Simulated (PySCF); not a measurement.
Deuteron quadrupole couplings in `CC(C)/C=P\C(F)(F)F`

Species: C5H8F3P.
Z-matrix (Å and degrees, GFN2-xTB geometry), rows numbered from 1:
```
C 
C   1  1.5336
C   2  1.5291  1  110.60
C   2  1.4933  1  108.32  3  -119.99
P   4  1.6702  2  132.92  1  -102.88
C   5  1.9120  4  100.99  2    -1.73
F   6  1.3410  5  109.51  4   177.29
F   6  1.3441  5  113.38  4   -63.97
F   6  1.3436  5  113.77  4    58.37
H   1  1.0869  2  109.68  3   -57.84
H   1  1.0873  2  110.50  3  -177.47
H   1  1.0878  2  110.57  3    62.04
H   2  1.0916  1  108.44  3   118.93
H   3  1.0882  2  110.61  1   -58.76
H   3  1.0877  2  110.57  1  -179.24
H   3  1.0871  2  109.91  1    61.06
H   4  1.0858  2  113.65  1    74.70
```

Level: PBE0/pcSseg-1 (PySCF, non-relativistic); Q(2H) = 0.00286 b; rigid geometry, the same for H and D, with no vibrational averaging.

Q: What are Vzz, η and χzz (234.96 MHz × Q × Vzz) at all hydrogens?

A: 
```json
{"atom": "H10", "bonded to": "C1", "bond length (Å)": "1.087", "Vzz (au)": "0.3163", "η": "0.03", "χzz (kHz)": "213"}
{"atom": "H11", "bonded to": "C1", "bond length (Å)": "1.087", "Vzz (au)": "0.3122", "η": "0.02", "χzz (kHz)": "210"}
{"atom": "H12", "bonded to": "C1", "bond length (Å)": "1.088", "Vzz (au)": "0.3137", "η": "0.03", "χzz (kHz)": "211"}
{"atom": "H13", "bonded to": "C2", "bond length (Å)": "1.092", "Vzz (au)": "0.2937", "η": "0.05", "χzz (kHz)": "197"}
{"atom": "H14", "bonded to": "C3", "bond length (Å)": "1.088", "Vzz (au)": "0.3130", "η": "0.03", "χzz (kHz)": "210"}
{"atom": "H15", "bonded to": "C3", "bond length (Å)": "1.088", "Vzz (au)": "0.3131", "η": "0.02", "χzz (kHz)": "210"}
{"atom": "H16", "bonded to": "C3", "bond length (Å)": "1.087", "Vzz (au)": "0.3157", "η": "0.02", "χzz (kHz)": "212"}
{"atom": "H17", "bonded to": "C4", "bond length (Å)": "1.086", "Vzz (au)": "0.3169", "η": "0.05", "χzz (kHz)": "213"}
```

One conformer (not necessarily the lowest) at the GFN2-xTB geometry, without solvent, vibrations or thermal averaging. GFN2-xTB bond lengths can be off by several hundredths of an ångström, more for odd bonds, and the gradients follow them. The small basis limits the accuracy of the gradients.
